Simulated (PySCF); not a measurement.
SMILES [NH3+][BH3-] (PBE0/def2-SVP optimised geometry):

```
8

B     -0.839    -0.115     0.000
N      0.796    -0.115     0.000
H     -1.165    -0.705     1.022
H     -1.165     1.066     0.000
H     -1.165    -0.705    -1.022
H      1.165     0.361    -0.824
H      1.165    -1.066     0.000
H      1.165     0.361     0.824
```

Calculation: PySCF with PBE0/def2-TZVP.

What are the frontier orbital energies and the dipole moment?

HOMO-2 -10.07 eV, HOMO-1 -7.74 eV, HOMO -7.74 eV, LUMO -0.04 eV, LUMO+1 1.87 eV; dipole moment 5.50 D.

On the same geometry PBE/def2-TZVP run with PySCF gives HOMO-2 -8.53 eV, HOMO-1 -6.38 eV, HOMO -6.38 eV, LUMO -0.89 eV, LUMO+1 0.99 eV; dipole moment 5.46 D.

Meta-Löwdin charges at PBE0/def2-TZVP: B1 -0.42, N2 -0.30, H3 -0.03, H4 -0.03, H5 -0.03, H6 0.27, H7 0.27, H8 0.27.
